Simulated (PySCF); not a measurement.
# Simulated absorption spectrum

Species: C5H4F3P.
Numbering: `[CH:1]#[C:2][P:3]([CH3:4])[C:5]([F:6])=[C:7]([F:8])[F:9]` (hydrogens: H10 on C1; H11, H12, H13 on C4)

Structure used (PBE0-D3(BJ)/def2-SVP), in Å, numbered top down from 1:
```xyz
13
C5H4F3P angstrom
C      2.5860   -0.8099   -1.0461
C      1.4561   -0.3823   -0.9106
P     -0.2138    0.2144   -0.8874
C      0.0515    1.8836   -0.1382
C     -0.7984   -0.6634    0.5981
F     -0.1460   -0.5051    1.7572
C     -1.8749   -1.4584    0.5965
F     -2.6000   -1.6996   -0.4614
F     -2.3271   -2.0842    1.6481
H      3.5883   -1.1850   -1.1496
H     -0.9319    2.3497    0.0220
H      0.6184    2.4983   -0.8519
H      0.5971    1.8250    0.8131
```

Theory: PySCF, TDDFT PBE0/def2-SVPD, vertical, gas phase, core orbitals frozen in the response.

Each state is given a Gaussian of 0.25 eV full width at half maximum, with ε(max) = 2.175×10⁸ f / Δν̃ (Δν̃ the width in cm⁻¹). The width is an assumption, not a result. The curve ends short of the highest state used, and states not computed would add to its high-energy end.

λ (nm), ε (L mol⁻¹ cm⁻¹) and a bar:
```
    191.5       4690 ###############
    194.6       5012 ################
    197.6       9232 #############################
    200.7       9514 ##############################
    203.7       6179 ###################
    206.8       3975 #############
    209.9       2976 #########
    212.9       1865 ######
    216.0        747 ##
    219.1        180 #
    222.1         28 
    225.2          4 
    228.3         14 
    231.3         81 
    234.4        318 #
    237.5        783 ##
    240.5       1242 ####
    243.6       1352 ####
    246.6       1032 ###
    249.7        557 ##
    252.8        219 #
    255.8         67 
    258.9         15 
    262.0          3
```

Task: Where are the band maxima, and which computed states make them?

Result: 243 nm (5.11 eV), ε about 1400, made up of S1 (100%); 199 nm (6.22 eV), ε about 10000, made up of S4 (93%) (ε in L mol⁻¹ cm⁻¹; maxima over ε = 5, shares over 10%). At its high-energy end, 6.47 eV, the curve is still rising (ε about 4600, from S4, S6 and S7). The states used: S1 5.11 eV (f 0.013); S2 5.89 eV (f 0.019); S3 6.05 eV (f 0.020); S4 6.23 eV (f 0.087); S5 6.38 eV (f 0.0056); S6 6.63 eV (f 0.083); S7 6.66 eV (f 0.021); S8 6.85 eV (f 0.0088); S9 6.89 eV (f 0.050); S10 7.07 eV (f 0.207).

Task: Coming from long wavelengths, where does ε first pass 100 L mol⁻¹ cm⁻¹?

Result: At about 255 nm (4.87 eV), 0.24 eV below S1.

Task: What would ε be at 6.22 eV, the highest of these maxima, with half the width (0.125 eV)?

Result: About 18600 L mol⁻¹ cm⁻¹ against 10200, a factor of about 1.8; a lone state at its own centre would give exactly 2.

Task: On this curve, what absorbance would a 10⁻⁴ mol/L sample give at 193 nm over a 1 cm path?

Result: 193 nm is 6.424 eV, where ε is about 3900 L mol⁻¹ cm⁻¹, so A = ε c l ≈ 0.39 (Beer–Lambert, with the gas-phase spectrum and the assumed width).

The vertical ionisation energy (ΔSCF) is 9.13 eV, 2.06 eV above S10.

On an Intel Xeon Platinum 8375C at 2.90 GHz with one thread, on a shared host, this took 3.7 min of wall time (grids of density and orbitals included) and 0.90 GiB of memory at its peak.

One conformer stands for the species.
